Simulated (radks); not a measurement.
Results of a calculation; reference values are marked as such.
These are the eigenvalues of the occupied orbitals of an atom or ion with whole-number occupations (hartree). Code: a radial shooting solver on a logarithmic mesh with Libxc functionals. Model: scalar-relativistic Kohn-Sham, r2SCAN, spin-polarised, spherical densities, finite nucleus; meta-GGA in the generalised Kohn-Sham scheme; Fermi nuclear charge, rms radius of each element as measured or else 0.836 A^(1/3) + 0.57 fm.

orbital  eigenvalue
1s up     -2913.776
1s down   -2913.542
2s up     -660.9477
2s down   -660.8381
2p up     -601.1056
2p down   -600.8997
3s up     -269.0838
3s down   -268.2711
3p up     -251.2669

Which element is it, and in what charge state? The configuration may be excited. Open shells, if any, are filled with parallel spins first.

Answer. Z = 76, osmium, charge +63: Os63+ in [Ne] 3s2 3p1. The list shows which subshells hold electrons but not how many an open one holds; the 1s level, -2913.8 hartree, gives Z - s = 76.3 by -(Z - s)^2/2, which with screening and relativity narrows Z to a few neighbours, and the depths of the outer levels then fix element, charge and occupations together.
